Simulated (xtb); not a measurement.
CClF2 (SMILES F[C](F)Cl), doublet, from a rough starting geometry; GFN2-xTB in xtb.

The xtb input:
```
$ xtb mol.xyz --gfn 2 --uhf 1 --opt vtight --json

# file mol.xyz
4

F     -0.83765017    -1.03070142    -0.07356207
C     -0.07733481     0.03913461     0.19555491
F     -0.73189916     1.12393810    -0.13291160
Cl     1.56486972    -0.16261261    -0.07232924
```

It wrote (shortened):

```
   ID    Z sym.   atoms
    1    9 F      1, 3
    2    6 C      2
    3   17 Cl     4

           -------------------------------------------------
          |                Calculation Setup                |
           -------------------------------------------------

           -------------------------------------------------
          |                 G F N 2 - x T B                 |
           -------------------------------------------------

          ...................................................
          :                      SETUP                      :
          :.................................................:
          :  # basis functions                  22          :
          :  # atomic orbitals                  21          :
          :  # shells                            9          :
          :  # electrons                        25          :
          :  max. iterations                   250          :
          :  Hamiltonian                  GFN2-xTB          :
          :  restarted?                      false          :
          :  GBSA solvation                  false          :
          :  PC potential                    false          :
          :  electronic temp.          300.0000000     K    :
          :  accuracy                    1.0000000          :
          :  -> integral cutoff          0.2500000E+02      :
          :  -> integral neglect         0.1000000E-07      :
          :  -> SCF convergence          0.1000000E-05 Eh   :
          :  -> wf. convergence          0.1000000E-03 e    :
          :  Broyden damping             0.4000000          :
          :  net charge                          0          :
          :  unpaired electrons                  1          :
          ...................................................

 iter      E             dE          RMSdq      gap      omega  full diag
   1    -16.0900015 -0.160900E+02  0.443E+00    4.89       0.0  T
   2    -16.1002633 -0.102618E-01  0.266E+00    5.25       1.0  T
   3    -16.1007901 -0.526764E-03  0.116E+00    5.09       1.0  T
   4    -16.1016548 -0.864702E-03  0.195E-01    5.19       1.0  T
   5    -16.1016761 -0.212870E-04  0.130E-01    5.20       1.0  T
   6    -16.1016952 -0.191360E-04  0.784E-02    5.22       1.0  T
   7    -16.1017049 -0.970954E-05  0.438E-02    5.23       1.1  T
   8    -16.1017079 -0.300291E-05  0.454E-03    5.24      11.0  T
   9    -16.1017079 -0.134811E-07  0.309E-03    5.24      16.2  T
  10    -16.1017079 -0.116034E-07  0.115E-03    5.24      43.5  T
  11    -16.1017079 -0.109907E-08  0.453E-04    5.24     110.4  T
  12    -16.1017079 -0.289809E-09  0.561E-05    5.24     891.9  T

   *** convergence criteria satisfied after 12 iterations ***

         :::::::::::::::::::::::::::::::::::::::::::::::::::::
         ::                     SUMMARY                     ::
         :::::::::::::::::::::::::::::::::::::::::::::::::::::
         :: total energy             -16.068593246916 Eh    ::
         :: gradient norm              0.031687369887 Eh/a0 ::
         :: HOMO-LUMO gap              5.242729186863 eV    ::
         ::.................................................::
         :: SCC energy               -16.101707897674 Eh    ::
         :: -> isotropic ES            0.017938142606 Eh    ::
         :: -> anisotropic ES          0.001865647232 Eh    ::
         :: -> anisotropic XC         -0.009172233239 Eh    ::
         :: -> dispersion             -0.001571042395 Eh    ::
         :: repulsion energy           0.033114650758 Eh    ::
         :: add. restraining           0.000000000000 Eh    ::
         :: total charge               0.000000000000 e     ::
         :::::::::::::::::::::::::::::::::::::::::::::::::::::

      -----------------------------------------------------------
     |                   =====================                   |
     |                        A N C O P T                        |
[...]
 * total energy  :   -16.0685932 Eh     change       -0.1964651E-11 Eh
 * total energy  :   -16.0701378 Eh     change       -0.1544583E-02 Eh
 * total energy  :   -16.0705601 Eh     change       -0.4223070E-03 Eh
 * total energy  :   -16.0706848 Eh     change       -0.1246564E-03 Eh
 * total energy  :   -16.0706971 Eh     change       -0.1231537E-04 Eh
 * total energy  :   -16.0707004 Eh     change       -0.3337291E-05 Eh
 * total energy  :   -16.0707010 Eh     change       -0.5451032E-06 Eh
 * total energy  :   -16.0707012 Eh     change       -0.1738033E-06 Eh
 * total energy  :   -16.0707012 Eh     change       -0.3873470E-08 Eh
   *** GEOMETRY OPTIMIZATION CONVERGED AFTER 9 ITERATIONS ***
         :: total energy             -16.070701169160 Eh    ::
[...]

           -------------------------------------------------
          |                Property Printout                |
           -------------------------------------------------

    * Orbital Energies and Occupations

         #    Occupation            Energy/Eh            Energy/eV
      -------------------------------------------------------------
         1        2.0000           -1.1069094             -30.1205
         2        2.0000           -0.8878518             -24.1597
         3        2.0000           -0.8793983             -23.9296
         4        2.0000           -0.6662241             -18.1289
         5        2.0000           -0.6226674             -16.9436
         6        2.0000           -0.6147058             -16.7270
         7        2.0000           -0.6069162             -16.5150
         8        2.0000           -0.5577826             -15.1780
         9        2.0000           -0.5492326             -14.9454
        10        2.0000           -0.5393659             -14.6769
        11        2.0000           -0.4973878             -13.5346
        12        2.0000           -0.4856698             -13.2157
        13        1.0000           -0.3873596             -10.5406 (HOMO)
        14                         -0.1806841              -4.9167 (LUMO)
        15                         -0.0594136              -1.6167
        16                         -0.0397969              -1.0829
        17                         -0.0395701              -1.0768
        18                         -0.0381110              -1.0371
        19                          0.0929194               2.5285
        20                          0.1257639               3.4222
        21                          0.1730249               4.7082
      -------------------------------------------------------------
                  HL-Gap            0.2066756 Eh            5.6239 eV
             Fermi-level           -0.3602683 Eh           -9.8034 eV

     #   Z          covCN         q      C6AA      α(0)
     1   9 F        0.808    -0.144    10.671     3.859
     2   6 C        2.460     0.307    22.059     7.666
     3   9 F        0.808    -0.144    10.671     3.859
     4  17 Cl       0.935    -0.019    99.756    15.280

 Mol. C6AA /au·bohr⁶  :        443.450940
 Mol. C8AA /au·bohr⁸  :      13471.452628
 Mol. α(0) /au        :         30.663641

Wiberg/Mayer (AO) data.
largest (>0.10) Wiberg bond orders for each atom

 ---------------------------------------------------------------------------
     #   Z sym  total        # sym  WBO       # sym  WBO       # sym  WBO
 ---------------------------------------------------------------------------
     1   9 F    1.201 --     2 C    1.065
     2   6 C    3.294 --     4 Cl   1.164     1 F    1.065     3 F    1.065
     3   9 F    1.201 --     2 C    1.065
     4  17 Cl   1.316 --     2 C    1.164
 ---------------------------------------------------------------------------

Topologies differ in total number of bonds
Writing topology from bond orders to xtbtopo.mol

molecular dipole:
                 x           y           z       tot (Debye)
 q only:        0.306      -0.016       0.217
   full:        0.539      -0.038       0.076       1.386
molecular quadrupole (traceless):
                xx          xy          yy          xz          yz          zz
 q only:       -0.186      -0.063      -0.856      -0.167       0.070       1.042
  q+dip:        0.393      -0.221      -2.117      -0.614       0.171       1.724
   full:        0.703      -0.257      -2.226      -0.753       0.178       1.523

optimized geometry written to: xtbopt.xyz

           -------------------------------------------------
          | TOTAL ENERGY              -16.070701169160 Eh   |
          | GRADIENT NORM               0.000013099055 Eh/α |
          | HOMO-LUMO GAP               5.623928617961 eV   |
           -------------------------------------------------

normal termination of xtb
```
